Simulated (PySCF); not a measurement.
B3LYP has the VWN-RPA correlation part, as in Gaussian. Delta-SCF ions had no search for a lower state. Excitations are Tamm–Dancoff values on a coarser integration grid. The basis has no diffuse functions, so Rydberg states are missing or too high.

## H₂F₂Si, SMILES `F[SiH2]F` (charge 0, multiplicity 1)

Method: B3LYP-D3(BJ)/def2-TZVP in PySCF.

The HOMO is -9.72 eV. The dipole moment is 1.51 D and the HOMO–LUMO gap comes out as 9.75 eV. The LUMO is 0.03 eV, the S1 excitation (TDA) is 8.46 eV and the S1 oscillator strength is 0.000. The brightest of the four lowest singlets (TDA) is 10.70 eV and the T1 excitation (TDA) is 7.91 eV. The S1–T1 gap (TDA) is 0.54 eV and the vertical ionisation energy (Delta-SCF) is 12.67 eV. The total energy is -13350.91 eV and the cost is around 26 core-seconds (rough).

Bond lengths (Å): F1–Si2 1.592, Si2–F3 1.592, Si2–H4 1.470, Si2–H5 1.470. Angles (°): F1–Si2–F3 108.0, F1–Si2–H4 108.5, F1–Si2–H5 108.5, F3–Si2–H4 108.5, F3–Si2–H5 108.5, H4–Si2–H5 114.7.
Charge 0, spin multiplicity 1.
